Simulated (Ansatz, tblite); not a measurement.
Cost and result up the ladder for Cu(PH3)H (CuPH4) (6 atoms). The state is a singlet with charge 0. Geometry: PBE0-D4/def2-TZVP.

| atom | x (Å) | y (Å) | z (Å) |
| --- | --- | --- | --- |
| Cu1 | 0.589 | 0.864 | 1.177 |
| P2 | -0.241 | -0.352 | -0.482 |
| H3 | -1.397 | -1.133 | -0.265 |
| H4 | 0.553 | -1.355 | -1.078 |
| H5 | -0.665 | 0.281 | -1.671 |
| H6 | 1.160 | 1.696 | 2.318 |

Ansatz on 4 threads of Intel Xeon 6975P-C on a shared host; xTB runs through tblite on one thread. Times are rough, summed over both states, and most runs start from the orbitals of an earlier one. PBE0-D4/def2-TZVP serves as the yardstick here, not as an exact answer. The other state is a doublet.

The xTB rows come from tblite. Correlated methods freeze 14 core orbitals. In CCSD on the charge 1 doublet the largest single amplitude is 0.44, so its Hartree–Fock determinant may place the open shell otherwise than the density functionals do.

Run but left out: HF/def2-TZVPP, MP2/def2-TZVPP (charge +1 doublet: a determinant that CCSD turns far, T1 0.112).

Correlated methods converge slowly with the basis.

Raw xTB energies of ions are shifted by several eV.

```tsv
level	functions	wall time	vertical IE (eV)	difference from PBE0-D4/def2-TZVP (eV)	remarks
GFN1-xTB	26	0.008 s	13.68	5.31	–
GFN2-xTB	22	0.008 s	13.26	4.89	–
PBE-D4/def2-TZVP	106	1.4 s	8.57	0.19	–
PBE0-D4/def2-TZVP	106	2.3 s	8.37	0.00	–
r2SCAN-D4/def2-TZVP (with forces)	106	2.8 s	8.45	0.08	–
CCSD(T)/def2-TZVPP	162	25 s	8.56	0.19	large T1 (0.112) (+1 doublet)
```
